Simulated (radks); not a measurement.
The numbers below are computed, except where a source is named.
Q: Species: Sm II. Configuration: [Xe] 4f6 6s1. Level of theory: Dirac Kohn-Sham, BLYP, spin-unpolarised, spherical densities, finite nucleus; open shells are shared between the two j in proportion to 2j + 1; Fermi nuclear charge, rms radius 5.0819 fm (a radial shooting solver on a logarithmic mesh with Libxc functionals).

Spin-orbit splittings of the eigenvalues, e(l+1/2) - e(l-1/2), with zeta = 2 splitting/(2l+1) and mean radii in bohr:

shell  occ.  splitting (eV)  zeta (eV)  <r> j=l-1/2  <r> j=l+1/2
2p        6           603.1      402.0      0.08072      0.08735
3p        6           122.1      81.40       0.2442       0.2569
3d       10           26.52      10.61       0.2286       0.2326
4p        6           26.84      17.89       0.5932       0.6223
4d       10           4.792      1.917       0.6649       0.6753
4f        6          0.5419     0.1548       0.9988        1.018
5p        6               ?          ?        1.594        1.691

Estimate the 5p splitting.

A: 3.546 eV (zeta = 2.364 eV).
